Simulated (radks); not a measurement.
Neutral iodine inside a hard spherical wall (all orbitals vanish at R), configuration held at [Kr] 4d10 5s2 5p5 and not refilled when levels cross. Method: scalar-relativistic Kohn-Sham, PBE, spin-unpolarised, spherical densities, finite nucleus; Fermi nuclear charge, rms radius 4.75 fm; computed with a radial shooting solver on a logarithmic mesh with Libxc functionals. Eigenvalues in eV, with the zero of energy where the potential of the charges vanishes at infinity; a dash marks a level that is unbound or too diffuse for the functional's potential to be trusted. A positive occupied level is held by the wall or, in an anion where self-interaction has pushed it up, behind a barrier. The pressure on the wall is -dE/dV.

R (bohr)  E (hartree)  kinetic (hartree)    e(4p)    e(4d)    e(5s)   e(5p)  e(6s, empty)  e(5d, empty)  pressure (GPa)
free      -7116.16350           7469.006  -127.57  -50.280  -17.406  -7.086             -             -               0
20        -7116.16350           7469.006  -127.57  -50.280  -17.406  -7.086             -             -        < 0.0001
15        -7116.16350           7469.006  -127.57  -50.280  -17.406  -7.086        -0.460         1.128        < 0.0001
12        -7116.16349           7469.006  -127.57  -50.279  -17.405  -7.086        -0.312         1.446        0.000106
8         -7116.16206           7469.021  -127.48  -50.190  -17.331  -7.014         1.058         2.656          0.0753
3.5       -7115.06891           7474.209  -115.90  -38.949   -7.842   4.402        44.641        23.718             342
2.5       -7109.77521           7493.930  -94.698  -18.724   18.335  36.595        140.00        69.158            4650
